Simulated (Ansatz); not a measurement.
Gas-phase electronic energies from Ansatz, PBE0-D4/def2-TZVP geometries. CCSD(T)/CBS is the MP2 limit (def2-TZVPP, def2-QZVPP) plus CCSD(T) − MP2 in def2-TZVPP, frozen cores. This one scheme is used for every species. For Ge outer-core shells are correlated without core-valence functions, which leaves a few kJ/mol of doubt a bond. Scalar relativity is left out up to krypton. Each species was taken in one conformer, which may not be the lowest.

Consider the ligand exchange at a B–F bond: `NB(F)[O][GeH3]` + HCl → `NB(Cl)[O][GeH3]` + H–F.

```
             level  ΔE (kcal/mol)
SCS-MP2/def2-QZVPP           13.9
      HF/CBS(def2)           19.4
```

Task: What does CCSD(T)/CBS give? (Best estimate.)

Result: The calculation gave: +13.5 kcal/mol. The listed levels differ from it by 0.4, 5.9 kcal/mol.

Largest T1 diagnostic among the species: 0.012.

The D4 term adds −1.7 kcal/mol with B3LYP and −0.9 kcal/mol with PBE0; it sums over pairs of atoms, weighted by their polarisabilities, and B3LYP, whose exchange is more repulsive, gets the larger term. In def2-TZVPP, CCSD(T) changes the Hartree–Fock value by −4.5 kcal/mol (the triples alone add −0.9 kcal/mol) and MP2 by −6.4 kcal/mol.

B3LYP here is the variant with VWN-RPA as its local correlation; programs differ in this.
